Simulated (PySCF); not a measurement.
Level of theory: PySCF with PBE-D3(BJ)/def2-TZVP // r2SCAN-D4/def2-TZVP. Gas-phase values, no solvent. One relaxed conformer stands for a flexible species; it need not be the lowest. Delta-SCF ions had no search for a lower state. Excitations are Tamm–Dancoff values on a coarser integration grid. The basis has no diffuse functions, so Rydberg states are missing or too high.

Reference species (SMILES): `N[SiH2][SiH2][SiH2]O` (neutral, multiplicity 1).

LUMO: -1.37 eV
brightest of the four lowest singlets (TDA): 5.65 eV
vertical ionisation energy (Delta-SCF): 8.57 eV

Changed species: `[SiH3][Si]([SiH3])(N)O`.

Question: Give the shifts of the LUMO, brightest of the four lowest singlets (TDA) and vertical ionisation energy (Delta-SCF).

Answer: the LUMO goes up by 0.08 eV, to -1.29 eV; the brightest of the four lowest singlets (TDA) drops by 0.26 eV, to 5.39 eV; the vertical ionisation energy (Delta-SCF) rises by 0.22 eV, to 8.79 eV.
